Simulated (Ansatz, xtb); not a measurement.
## C2H6OZn: which of two structures lies lower

Structure X is a singlet given by its coordinates and structure Y is `CC[O][ZnH]`, a singlet. Both are isolated molecules in the gas phase, relaxed with BLYP-D3(BJ)/def2-SVP; the shapes shown needn't be the lowest conformers.

X (Å):

```yaml
atoms:
  - { symbol: C, position_ang: [-0.3204, -2.0192, 1.2368] }
  - { symbol: C, position_ang: [0.4213, -0.8419, 0.6095] }
  - { symbol: O, position_ang: [-1.7457, -1.7297, 1.0401] }
  - { symbol: Zn, position_ang: [-1.0626, -0.0123, -0.4506] }
  - { symbol: H, position_ang: [-2.2962, -2.4714, 1.3641] }
  - { symbol: H, position_ang: [-0.1230, -2.1470, 2.3263] }
  - { symbol: H, position_ang: [-0.0640, -2.9781, 0.7318] }
  - { symbol: H, position_ang: [1.2836, -1.1626, -0.0075] }
  - { symbol: H, position_ang: [0.7992, -0.1285, 1.3702] }
  - { symbol: H, position_ang: [-2.1121, 0.7273, -1.3316] }
```

Close contacts (Å): C1–C2 1.53, C1–O3 1.47, C2–Zn4 2.00, O3–Zn4 2.37, C1–H6 1.11, C1–H7 1.11, C2–H8 1.11, C2–H9 1.11, O3–H5 0.98, Zn4–H10 1.56.

Y (Å):

| atom | x (Å) | y (Å) | z (Å) |
| --- | --- | --- | --- |
| C | -0.0149 | 0.8974 | -0.3972 |
| C | 1.2470 | 0.5358 | -1.1956 |
| O | 2.0865 | 1.6414 | -1.4531 |
| Zn | 1.5469 | 3.3079 | -1.8488 |
| H | -0.6295 | 0.0039 | -0.1585 |
| H | -0.6561 | 1.5984 | -0.9780 |
| H | 0.2621 | 1.3952 | 0.5552 |
| H | 1.8339 | -0.2188 | -0.6186 |
| H | 0.9428 | 0.0257 | -2.1451 |
| H | 1.2772 | 4.7657 | -2.1871 |

Which of the two would you expect CCSD(T)/def2-SVP + ΔMP2/def2-TZVPP electronic energies to favour?

Structure Y; the calculation gives E(Y) − E(X) = −13.2 kcal/mol.

The same difference at several levels:

```csv
level,geometry,E(Y) − E(X) (kcal/mol),departure from the last row (kcal/mol),"job, with rough time for the two"
BLYP-D3(BJ)/def2-SVP,BLYP-D3(BJ)/def2-SVP,−15.1,−2.0,"optimisation, 43 s"
HF/def2-SVP,BLYP-D3(BJ)/def2-SVP,−15.5,−2.4,part of the CCSD(T) run
MP2/def2-SVP,BLYP-D3(BJ)/def2-SVP,−12.9,+0.3,part of the CCSD(T) run
CCSD(T)/def2-SVP,BLYP-D3(BJ)/def2-SVP,−13.3,−0.1,single point
CCSD(T)/def2-SVP + ΔMP2/def2-TZVPP,BLYP-D3(BJ)/def2-SVP,−13.2,,"single point, 40 s"
```

The levels shown agree on the order. The largest departure from CCSD(T)/def2-SVP + ΔMP2/def2-TZVPP is that of HF/def2-SVP, 2.4 kcal/mol. Levels run at GFN2-xTB geometries aren't shown. The last row adds to CCSD(T) the change of the MP2 difference between the two basis sets, here +0.1 kcal/mol.

With harmonic frequencies from BLYP-D3(BJ)/def2-SVP (ideal gas, rigid rotor, one conformer each, 298.15 K, 1 atm): on the last row, ΔE + ΔZPE = −12.7, ΔH = −12.7, ΔG = −12.9 kcal/mol.

The correlated steps freeze 8 core orbitals; the last core shell of Zn is correlated, in a basis made for valence electrons. Programs: Ansatz 0.2.0; the last row on 2 threads of Arm Neoverse V2 on a shared host.
